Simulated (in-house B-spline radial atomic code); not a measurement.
A fraction x of an electron is removed from 3p in the germanium ion Ge⁵⁺, starting from [Ar] 3d9 and keeping the highest spin. Level of theory: scalar-relativistic (X2C) Hartree-Fock with fractional occupations, spin-polarised, spherical fractional occupations, Fermi nucleus of rms radius 4.0742 fm; calculated with an all-electron radial atomic-structure program (B-spline basis).

Caution: exact exchange at fractional occupations of open shells leaves self-interaction of up to several eV.

```
   x  E(x) - E(0) (eV)  3p down level (eV)
   0            0.0000            -215.654
0.01            2.1573            -215.806
0.19           41.2500            -218.564
0.32                 ?                   ?
0.47          103.0562            -222.923
 0.5                 ?                   ?
0.57          125.4273            -224.500
0.66          145.6965            -225.928
0.87          193.4936            -229.290
0.96          214.1950            -230.743
   1          223.4377            -231.391
```

Q: What belongs in the row x = 0.32?

A: An energy change of 69.7940 eV; 3p down at -220.577 eV.

Q: What belongs in the row x = 0.5?

A: An energy change of 109.7510 eV; 3p down at -223.395 eV.

Q: Check Janak's theorem between x = 0.01 and 0.19.

A: The slope of the energy is 217.18 eV; the orbital levels give 217.19 eV (-ε of the emptying orbital, averaged over the two points).
